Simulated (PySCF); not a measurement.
BeCl2, SMILES [Be]([Cl])[Cl]. Atoms are numbered in the order given.

```xyz
3

Be     0.0000     0.0000     0.0000
Cl     0.0000     0.0000    -1.8041
Cl     0.0000     0.0000     1.8041
```

Geometry optimised at B3LYP-D3(BJ)/def2-TZVP. The isomer is the one that the SMILES or the coordinates give; other isomers of the formula were not compared.

Two levels are set side by side: PBE/pcSseg-2 (PySCF) and B3LYP/pcSseg-2 (PySCF). GIAO shifts against HCl (³⁵Cl) at the same level; non-relativistic, no solvent, atoms listed together averaged. Without spin–orbit terms, shifts of atoms bonded to Cl or Br come out too high at both levels. Differences are taken from unrounded values.

```json
[
 {"quantity": "δ(³⁵Cl) of Cl2, Cl3 (ppm)", "B3LYP": "-33.3", "PBE": "-17.4", "PBE minus B3LYP": "15.9"}
]
```

Rough cost on one machine, each run with all the roots and properties that it gave: B3LYP against PBE within a factor of 2.
